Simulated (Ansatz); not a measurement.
An input meant for Fe2Pt (charge 0, septet).

```yaml
crystal:
  periodic: [false, false, false]
  atoms:
    - {symbol: Fe, position_ang: [0.288876, 0.046061, -1.245039]}
    - {symbol: Fe, position_ang: [1.019840, 0.238839, 0.789942]}
    - {symbol: Pt, position_ang: [-1.308716, -0.284901, 0.455097]}
basis:
  gaussian: {orbitals: cc-pVTZ-rifit, final_grid: {core_spheres: 8, valence_spheres: 7, degree: 23}}
magnetization: {spin_polarized: true, initial_magnetization: 6}
hamiltonian: {xc: {name: r2SCAN50}}
scf: {lower_state_search: off}
output: {forces: true}
```

```sh
$ ansatz run in.yaml --threads 4 --pin off --events-out ev --progress --plain --max-ram 3916MiB
```

Question: Predict how Ansatz answers.

Answer: The input was rejected before any iteration. The basis set is misnamed or doesn't suit the job.
```
Functional definition: r2SCAN50
Error: [file] the basis set cc-pVTZ-RIFIT has no functions for Pt
```
